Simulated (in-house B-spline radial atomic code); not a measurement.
RPA and G0W0 on PBE0: Li

Configuration [He] 2s1, highest spin, mean-field start PBE0. Computed with a B-spline radial code for spherical atoms: all electrons, scalar-relativistic (spin-free one-electron X2C), finite nucleus, each spin shell either full or empty, empty states to l = 9 with an (l + 1/2)⁻⁴ tail; G0W0 by contour deformation at full frequency.

RPA overbinds a lone outer s electron by self-correlation, and G0W0 tends to as well.

Command:
```bash
python run_gw.py task.json out
```
Settings (radii: box in bohr, nucleus in fm):
```
Z                        3
electrons                3
configuration            [He] 2s1
hamiltonian              x2c
method                   pbe0
lmax                     9
rms_radius               2.444
spin_polarised           True
box_radius               40
intervals                75
ion_configuration        1s2
```

Run time, properties included: 2.8 s on 1 thread of Arm Neoverse N1 (shared host).

Energies (hartree):

```csv
term,value
mean-field total,-7.46794
Hartree-Fock functional on these orbitals,-7.43236
direct second order,-0.11696
second-order exchange,0.069319
SOSEX correction,0.060004
```

What is the RPA correlation energy, and what remains with SOSEX?

RPA gives -0.1034 hartree (-0.938 eV per electron); RPA + SOSEX gives -0.043397, and the second-order doubles -0.047645 hartree (no singles). SOSEX takes back 58 % of the RPA value.

Quasi-particle levels (eV):

| level | occupied | mean field | Σx - vxc | Σc | QP weight | G0W0 |
| --- | --- | --- | --- | --- | --- | --- |
| 2s up | yes | -3.832 | -1.51 | ? | ? | ? |
| 2p up | no | -0.832 | 1.68 | -0.60 | 0.898 | 0.250 |

G0W0 = mean field + (Σx - vxc) + Σc, with Σc (partial-wave tail included) taken at the quasi-particle energy. Levels of low weight are left out. An empty level above zero is unbound and depends on the box.

Where does G0W0 put 2s up?

At -5.733 eV, with Σc = -0.39 eV and a quasi-particle weight of 0.850. The tabulated removal energy is 5.392 eV (NIST, measured).

What does it cost to remove one electron (to 1s2) by differences of total energies, each species on its own start (correlation terms add to the Hartree-Fock functional)?

PBE0 5.572 eV, Hartree-Fock functional 5.333 eV, + RPA 5.872 eV, + RPA + SOSEX 5.376 eV, + second order 5.386 eV. Tabulated: 5.392 eV (NIST, measured).
